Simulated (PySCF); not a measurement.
Ligand exchange on a metal centre used in film growth or etching (Sc Cl-F). Gas-phase values, no solvent.

Method: TPSSh-D3(BJ)/def2-TZVP // PBE-D3(BJ)/def2-SVP in PySCF 2.14.0. 

```json
[
 {"species": "0 of 3 Cl replaced by F ([Sc(Cl)3])", "LUMO (eV)": "-3.67", "HOMO (eV)": "-8.53"},
 {"species": "1 of 3 Cl replaced by F", "LUMO (eV)": "-3.49", "HOMO (eV)": "-8.55"},
 {"species": "2 of 3 Cl replaced by F ([Sc(Cl)(F)2])", "LUMO (eV)": "-3.23", "HOMO (eV)": "-8.49"},
 {"species": "3 of 3 Cl replaced by F ([Sc(F)3])", "LUMO (eV)": "-2.93", "HOMO (eV)": "-10.08"}
]
```
